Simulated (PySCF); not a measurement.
All values below come from CAM-B3LYP-D3(BJ)/def2-TZVP in PySCF. All species are isolated molecules in the gas phase. One relaxed conformer stands for a flexible species; it need not be the lowest. Delta-SCF ions had no search for a lower state. Excitations are Tamm–Dancoff values on a coarser integration grid. The basis has no diffuse functions, so Rydberg states are missing or too high.

Reference species (SMILES): `[SiH3]CC(Cl)=C` (Cl–C–C–Si torsion 74°) (neutral, multiplicity 1).

The vertical ionisation energy (Delta-SCF) comes out as 9.33 eV and the brightest of the four lowest singlets (TDA) comes out as 7.00 eV.

Changed species: `C/C(=C/[SiH3])Cl`.

Task: What does the change do to the vertical ionisation energy (Delta-SCF) and brightest of the four lowest singlets (TDA)?

Result: the vertical ionisation energy (Delta-SCF) increases by 0.19 eV, to 9.52 eV; the brightest of the four lowest singlets (TDA) falls by 0.34 eV, to 6.66 eV.
